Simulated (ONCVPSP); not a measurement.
**Logarithmic derivatives: Ce, ONCV**

- Element: Ce
- Generator: ONCVPSP 4.0.1
- Type: optimised norm-conserving Vanderbilt (ONCV)
- Functional: BLYP
- Relativity: scalar-relativistic
- Frozen core: [Xe]
- Valence charge: 4
- Reference configuration: 4f1 5d1 6s2
- Partial waves: 6s: rc 3.95 bohr, ncon 3, nbas 7, qcut 1.4 1/bohr, 3 projectors, debl 0.5 Ha; p scattering state at 0.26 Ha: rc 3.10 bohr, ncon 3, nbas 8, qcut 2.6 1/bohr, 3 projectors, debl 3.8 Ha; 5d: rc 4.00 bohr, ncon 3, nbas 8, qcut 4.6 1/bohr, 2 projectors, debl 3.7 Ha; 4f: rc 1.00 bohr, ncon 5, nbas 9, qcut 14.4 1/bohr, 3 projectors, debl 1 Ha
- Local potential: polynomial inside 0.95 bohr (lpopt 1, dvloc0 2 Ha)
- Core correction: none

The phase is arctan(r·R′/R) of the radial function R(r), unwrapped; energies in Ha, scanned from -2 to 5 Ha. A pole is an energy at which the radial function vanishes at the test radius. The pseudo phase is shifted by a multiple of π to meet the all-electron one at the reference energy, and phase errors are pseudo minus all-electron; the curves can meet again beyond the range given. Levels narrower than the energy grid can be missing from the lists of poles. n/a: not evaluated, since a narrow level or a reset projector energy made the automatic matching unsafe.

Problem. For each channel, where are the poles, and over which energies does the pseudopotential scatter like the atom?

Solution.

```json
{"channel": "s", "radius (bohr)": "4.02", "reference energy (Ha)": "-0.13", "poles, all-electron": "0.32, 2.29", "poles, pseudo": "0.32, 2.25, 4.25", "unbroken range about the reference energy with phases within 0.05 rad": "n/a", "phase error 1 Ha above the reference energy (rad)": "n/a"}
{"channel": "p", "radius (bohr)": "3.15", "reference energy (Ha)": "0.26", "poles, all-electron": "-0.77, 1.70", "poles, pseudo": "-0.33, 1.45", "unbroken range about the reference energy with phases within 0.05 rad": "-0.3 to 1.8", "phase error 1 Ha above the reference energy (rad)": "-0.041"}
{"channel": "d", "radius (bohr)": "4.07", "reference energy (Ha)": "-0.11", "poles, all-electron": "0.00, 1.31, 3.43", "poles, pseudo": "0.03, 2.02, 3.39, 4.04", "unbroken range about the reference energy with phases within 0.05 rad": "-0.1 to 0.0", "phase error 1 Ha above the reference energy (rad)": "+1.885"}
{"channel": "f", "radius (bohr)": "1.02", "reference energy (Ha)": "-0.19", "poles, all-electron": "2.63", "poles, pseudo": "2.63", "unbroken range about the reference energy with phases within 0.05 rad": "the whole range", "phase error 1 Ha above the reference energy (rad)": "-0.000"}
```

Note: ghosts flagged at negative energy: s at -218.9 eV, p at -9.2 eV (a further GHOST(-) flag falls on a real empty level of the atom); GHOST(+) flagged for s at 11.1 eV, d at 54.4 eV, d at 107.7 eV, f at 113.3 eV, p at 204.6 eV. A true bound ghost makes a file unfit for plane-wave use.

Phases in the s channel:

| E (Ha) | all-electron | pseudo |
| --- | --- | --- |
| -1.98 | 1.415 | -1.725 |
| -1.62 | 1.387 | -1.748 |
| -1.26 | -1.780 | -1.784 |
| -0.90 | -1.852 | -1.854 |
| -0.54 | -2.062 | -2.063 |
| -0.18 | -3.819 | -3.819 |
| 0.18 | -4.629 | -4.629 |
| 0.54 | -4.814 | -4.814 |
| 0.90 | -5.130 | -5.130 |
| 1.26 | -7.322 | -7.322 |
| 1.62 | -7.710 | -7.710 |
| 1.98 | -7.805 | -7.808 |
| 2.34 | -7.861 | -7.869 |
| 2.70 | -7.916 | -7.947 |
| 3.06 | -8.009 | -8.336 |
| 3.42 | -8.512 | -10.795 |
| 3.78 | -10.694 | -10.934 |
| 4.14 | -10.882 | -10.984 |
| 4.50 | -10.941 | -11.021 |
| 4.86 | -10.976 | -11.068 |
